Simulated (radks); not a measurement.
The numbers below are computed, except where a source is named.
Problem. These are the eigenvalues of the occupied orbitals of an atom or ion with whole-number occupations (hartree). Level of theory: non-relativistic Kohn-Sham, PBE, spin-polarised, spherical densities, point nucleus (a radial shooting solver on a logarithmic mesh with Libxc functionals).

orbital  eigenvalue
1s         -4.86046

Which element is it, and in what charge state? The configuration may be excited. Open shells, if any, are filled with parallel spins first.

Solution. Z = 4, beryllium, charge +2: Be2+ in [He]. The 1s level, -4.8605 hartree, gives Z - s = 3.1 by -(Z - s)^2/2, which with screening narrows Z to a few neighbours, and with so few levels the electron count can be read from the list.
